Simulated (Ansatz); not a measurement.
In₇Sb₈H₂₄²⁺, a nanocrystal cut from zinc blende InSb (hydrogen-capped). Charge 2, multiplicity 2. Geometry PBE-D4/def2-SVP, that of the charge +1 singlet; atoms count from 1.

```xyz
39

In   -1.728    4.770   -1.196
In    1.944    3.052    2.246
In    2.281    1.837   -3.095
In   -0.927   -0.029   -0.052
In    2.371   -2.915   -2.009
In    2.030   -1.697    3.341
In   -1.545   -4.876    1.013
Sb    0.148    3.894   -3.170
Sb   -0.125    4.883    1.170
Sb   -2.758    2.110   -0.655
Sb    0.477    0.541    2.319
Sb    0.768   -0.500   -2.249
Sb   -2.673   -2.284    0.352
Sb    0.317   -4.876   -1.158
Sb    0.042   -3.889    3.179
H    -2.916    5.979   -1.548
H     2.094    3.595    3.881
H     3.018    2.914    0.896
H     3.182    2.324   -1.701
H     2.641    1.622   -4.772
H     3.274   -2.715   -0.546
H     2.744   -3.442   -3.613
H     2.189   -1.467    5.048
H     3.109   -2.121    2.056
H    -2.686   -6.158    1.233
H     0.839    5.387   -3.668
H    -0.843    3.713   -4.561
H     0.541    6.463    1.053
H    -1.279    5.295    2.374
H    -3.953    2.120    0.578
H    -3.795    1.555   -1.907
H    -0.838    0.765    3.403
H    -0.402   -0.805   -3.472
H    -3.719   -2.367   -1.008
H    -3.875   -1.801    1.478
H    -0.670   -5.352   -2.482
H     1.064   -6.412   -0.966
H    -1.108   -3.776    4.450
H     0.767   -5.336    3.757
```

In the def2 sets In, Sb take a core potential; there is no spin–orbit coupling. Single mean-field runs in def2-SVP are fitted with def2-universal-jkfit.

Problem. Estimate the Mulliken populations of the heavy atoms from the PBE0/def2-SVP orbitals of Ansatz.

Solution. 
| atom | charge (e) | spin (α − β) |
| --- | --- | --- |
| In1 | 0.26 | 0.02 |
| In2 | 0.29 | 0.03 |
| In3 | 0.29 | 0.03 |
| In4 | 0.10 | -0.05 |
| In5 | 0.29 | 0.03 |
| In6 | 0.29 | 0.03 |
| In7 | 0.26 | 0.02 |
| Sb8 | -0.03 | 0.00 |
| Sb9 | -0.03 | 0.00 |
| Sb10 | 0.07 | 0.17 |
| Sb11 | -0.13 | 0.22 |
| Sb12 | -0.13 | 0.22 |
| Sb13 | 0.07 | 0.17 |
| Sb14 | -0.03 | 0.00 |
| Sb15 | -0.03 | 0.00 |
Mulliken values depend strongly on the basis.

Problem. Where does the spin sit?

Solution. Summed by element: In 0.11, Sb 0.76, H 0.13, of 1 unpaired in all. Largest on single atoms: Sb11 0.22, Sb12 0.22, Sb13 0.17.

Problem. And the Mayer bond orders between heavy atoms (over 0.3)?

Solution. In1–Sb8 0.78 (2.86 Å); In1–Sb9 0.78 (2.86 Å); In1–Sb10 0.56 (2.90 Å); In2–Sb9 0.56 (2.96 Å); In2–Sb11 0.54 (2.91 Å); In3–Sb8 0.56 (2.96 Å); In3–Sb12 0.54 (2.91 Å); In4–Sb10 0.70 (2.88 Å); In4–Sb11 0.90 (2.81 Å); In4–Sb12 0.90 (2.81 Å); In4–Sb13 0.70 (2.88 Å); In5–Sb12 0.54 (2.91 Å); In5–Sb14 0.56 (2.96 Å); In6–Sb11 0.54 (2.91 Å); In6–Sb15 0.56 (2.96 Å); In7–Sb13 0.56 (2.90 Å); In7–Sb14 0.78 (2.86 Å); In7–Sb15 0.78 (2.86 Å).
